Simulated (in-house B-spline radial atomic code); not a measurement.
**Ionising Cs with different functionals**

Computed with a B-spline radial code for spherical atoms: four-component Dirac-Coulomb Hamiltonian, Fermi nucleus of rms radius 4.8041 fm, spin-restricted, spherical fractional occupations for the functionals, and exact exchange of hybrids averaged over the configuration. The ionisation energy is the difference of two self-consistent energies, [Xe] 6s1 → [Kr] 4d10 5s2 5p6, without Breit or QED terms; ε is the level of the shell that loses the electron (mean over j).

```tsv
method	rung	ΔSCF (eV)	-ε(6s) (eV)
B3LYP	global hybrid	3.99	2.53
PBE0	global hybrid	3.82	2.56
CAM-B3LYP	range-separated hybrid	?	?
wB97X	range-separated hybrid	?	?
```

(1) What does CAM-B3LYP give?

(2) What does wB97X give?

(3) Among the functionals, which spreads more, the ΔSCF values or the orbital energies?

(4) How do they compare with the NIST value?

## Answers

(1) ΔSCF 3.98 eV, and -ε(6s) = 3.32 eV.

(2) ΔSCF 3.86 eV, and -ε(6s) = 4.05 eV.

(3) The orbital energies: ΔSCF values span about 0.16 eV and the orbital energies 1.53 eV; here energy differences depend much less on the functional than eigenvalues do.

(4) NIST lists 3.894 eV (measured, ground level to ground level). Errors run from -0.07 to +0.09 eV; wB97X is closest (-0.04 eV), but part of that can be cancellation, since the calculations leave out Breit-QED terms, spin polarisation.
